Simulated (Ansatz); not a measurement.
Cost and result up the ladder for Hg₃O₂ (5 atoms). Total charge 0; singlet. Geometry: PBE-D4/def2-SVP.

```xyz
5

Hg   -1.173   -1.271    1.235
Hg    0.882    0.776    0.252
Hg   -0.917   -0.567   -1.832
O     0.446    0.095    2.070
O     0.762    0.967   -1.725
```

Ansatz on 4 threads of Intel Xeon on a shared host. Times are rough, and most runs start from the orbitals of an earlier one. No level here is sound enough to serve as a yardstick. Binding counts from free atoms at the same level (Hg singlet, O triplet; other spins of the atoms weren't run), without zero-point energy or a counterpoise term.

In the def2 sets Hg takes a core potential; there is no spin–orbit coupling. B3LYP takes the VWN-RPA correlation. HSE06 is defined as in plane-wave codes, on full-range PBE exchange. Correlated methods freeze 2 core orbitals; core or outer-core shells of Hg are correlated, in sets that lack core-valence functions. The rows differ in basis, and correlated rows in double-zeta sets carry the largest basis error. Another isomer (singlet) lies 0.80 eV lower at PBE0-D4/def2-TZVP; other spin states weren't run for this one.

Correlated methods converge slowly with the basis, most of all in double-zeta sets.

```tsv
level	functions	wall time	binding energy per atom (eV)	remarks
PBE-D4/def2-SVP	124	4.5 s	0.88	restricted SCF unstable in HF
PBE0-D4/def2-SVP	124	6.5 s	0.52	restricted SCF unstable in HF
PBE-D4/def2-TZVP (with forces)	191	10 s	0.95	restricted SCF unstable in HF
HSE06-D4/def2-TZVP	191	10 s	0.62	restricted SCF unstable in HF
B3LYP-D4/def2-TZVP	191	12 s	0.60	restricted SCF unstable in HF
r2SCAN-D4/def2-TZVP	191	13 s	0.81	restricted SCF unstable in HF
CAM-B3LYP-D4/def2-TZVP	191	13 s	0.57	restricted SCF unstable in HF
PBE0-D4/def2-TZVP	191	18 s	0.61	restricted SCF unstable in HF
MP2/def2-TZVP	191	32 s	0.69	restricted SCF unstable
CCSD(T)/def2-SVP	124	2.7 min	0.42	large T1 (0.043), restricted SCF unstable
```
